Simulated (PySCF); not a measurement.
C5H14Si2.
Geometry (PBE0-D3(BJ)/def2-SVP, Å), atoms numbered from 1 in this order:
```xyz
21
C5H14Si2 angstrom
C     -1.5709   -0.2527   -1.3250
C     -1.9108   -0.2706    0.1642
C     -3.3344    0.2159    0.4314
Si    -0.6494    0.7253    1.1716
C      1.0929    0.0865    0.8924
C      2.0848    0.8072    0.3371
Si     3.8122    0.1510    0.0293
H     -2.2729   -0.8791   -1.9007
H     -0.5527   -0.6225   -1.5224
H     -1.6346    0.7692   -1.7353
H     -1.8244   -1.3114    0.5305
H     -4.0730   -0.3995   -0.1095
H     -3.5922    0.1784    1.5016
H     -3.4702    1.2570    0.0940
H     -0.6870    2.1658    0.7587
H     -0.9994    0.6309    2.6262
H      1.3110   -0.9525    1.1843
H      1.8715    1.8464    0.0445
H      3.8818   -1.2718    0.4815
H      4.1560    0.2254   -1.4255
H      4.8298    0.9574    0.7732
```

Method: TDDFT B3LYP/def2-SVPD, vertical, gas phase, core orbitals frozen in the response (PySCF).

Transition dipole moments from the ground state, in atomic units and in the frame of the coordinates above (overall signs are arbitrary), for the states with f of 0.002 or more among the lowest 10:

| state | E (hartree) | μx | μy | μz |
| --- | --- | --- | --- | --- |
| S1 | 0.2050 | 0.460 | 0.073 | -0.021 |
| S2 | 0.2223 | -1.348 | -0.166 | 0.229 |
| S3 | 0.2459 | 1.224 | 0.118 | -0.423 |
| S5 | 0.2611 | 0.277 | 0.023 | -0.091 |
| S6 | 0.2630 | -0.437 | -0.095 | -0.031 |
| S9 | 0.2739 | 0.303 | 0.040 | -0.040 |
| S10 | 0.2780 | -0.039 | 0.055 | 0.120 |

(1) Work out the oscillator strengths.

(2) What angle do the transition dipoles of S1 and S9 make?

(3) How is the summed strength of these states shared among x, y and z?

Answers

(1) f = (2/3) ΔE |μ|² with ΔE in hartree (27.2114 eV).

```json
{"state": "S1", "|μ|² (au)": "0.217", "|μ| (D)": "1.18", "f": "0.030"}
{"state": "S2", "|μ|² (au)": "1.898", "|μ| (D)": "3.50", "f": "0.281"}
{"state": "S3", "|μ|² (au)": "1.692", "|μ| (D)": "3.31", "f": "0.277"}
{"state": "S5", "|μ|² (au)": "0.086", "|μ| (D)": "0.74", "f": "0.015"}
{"state": "S6", "|μ|² (au)": "0.201", "|μ| (D)": "1.14", "f": "0.035"}
{"state": "S9", "|μ|² (au)": "0.095", "|μ| (D)": "0.78", "f": "0.017"}
{"state": "S10", "|μ|² (au)": "0.019", "|μ| (D)": "0.35", "f": "0.004"}
```

(2) |cos θ| = |μa·μb| / (|μa| |μb|) = 1.00, so θ ≈ 5° (taken between 0 and 90°, since the signs are arbitrary).

(3) (2/3) Σ ΔE μα² gives 0.608 for x, 0.010 for y and 0.042 for z, 0.659 in all.

All these states lie below the vertical ionisation energy of 9.25 eV (ΔSCF).

One conformer stands for the species.
